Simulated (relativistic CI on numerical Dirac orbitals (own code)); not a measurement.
**Hyperfine structure of Ar IV, mass number 39**

Computed by Dirac-Coulomb-Breit CI, separate exchange-only KLI orbitals for each configuration, model QED (radiative potential, 1s self-energy scaled to tabulated hydrogen-like ionisation energies), valence Slater integrals scaled by 0.85, P86 correlation energy added to each configuration (own radial code, finite nucleus).

CI space (outside the closed core [Ne]): 3s2.3p3, 3s.3p4, 3s2.3p2.3d, 3p5, 3s.3p3.3d, 3s2.3p2.4s, 3s2.3p2.4p, 3s2.3p2.4d, 3p4.3d, 3s2.3p.3d.4p, 3s2.3p2.5s, 3s2.3p2.4f, 3s2.3p.3d2, 3s2.3d3, 3s.3p.3d3, 3s2.3d2.4s, 3s2.3d2.4p, 3s2.3d2.4d, 3p3.3d2, 3p2.3d3, 3p2.3d2.4s, 3p2.3d2.4p, 3p2.3d2.4d, 3s2.3p.3d.4s, 3s.3p.3d2.4s, 3s2.3d.4s2, 3s2.3d.4s.4p, 3s2.3d.4s.4d, 3s2.3p.4s2, 3s.3p.3d.4s2, 3s2.4s2.4p, 3s2.4s2.4d. Double excitations out of closed p, d and f shells are left out; levels of such configurations are missing from the list, as are those of other unlisted configurations, and high levels can miss mixing partners. These lack a partner that the ground configuration has and come out too high: 3s2.3p2.5s, 3s2.3p2.4f.

Nuclear spin I = 7/2, μ = -1.59 μN, Q = -0.116 b (tables of Stone and Pyykkö). The electronic factors are computed for point nuclear moments, without core polarisation; leaving it out makes A of s and p electrons in near-neutral atoms 20 to 40 % too small, and it can dominate for d and f shells.

| Level | E (eV) | A (MHz) | B (MHz) |
| --- | --- | --- | --- |
| 3s2.3p3 2D°_3/2 | 2.5903 | -346.7 | -38.6 |
| 3s2.3p3 2D°_5/2 | 2.6072 | -574 | 2.16 |
| 3s2.3p3 2P°_1/2 | 4.1473 | -1562 |  |
| 3s2.3p3 2P°_3/2 | 4.1703 | -327.6 | 39.1 |
| 3s.3p4 4P_5/2 | 15.8596 | -1404 | -129 |
| 3s.3p4 4P_3/2 | 15.9767 | -1383 | 102 |
| 3s.3p4 4P_1/2 | 16.0420 | -3017 |  |
| 3s.3p4 2D_3/2 | 19.1989 | 392.9 | 192 |

Levels with J = 0, under 50 % of one LS term, or S terms without an open s electron are left out. Small factors come from cancelling terms and can be off by tens of per cent or more.

For a near-neutral ion this model can misplace configurations by up to about 10,000 cm⁻¹ (more where the count of f electrons changes) and terms by 10 to 25 % of their spread. Rates follow the energies as ν³ (E1, M1) or ν⁵ (E2), so they and the lifetimes can be off by large factors. The fine structure of a lone outer electron comes out too small, for d and f at times inverted, and misplaced configurations move strength between like terms. 49 of the 54 excited levels that our extract of the measured tables holds in this range could be paired (the sources list more); they are missed by 11044 cm⁻¹ on average and 15032 at most, and levels without a partner can miss by more.

Task: Give the hyperfine levels of 3s2.3p3 2D°_5/2 relative to its centre of gravity.

Result: With K = F(F + 1) − I(I + 1) − J(J + 1), E = AK/2 + B[¾K(K + 1) − I(I + 1)J(J + 1)]/[2I(2I − 1)J(2J − 1)]: F = 1: 6459, F = 2: 5310, F = 3: 3587, F = 4: 1291, F = 5: -1579, F = 6: -5022 MHz.

LS names give the leading component of a level, which can be under half, so a name can repeat, a term be missing and a line seem to break the LS rules.
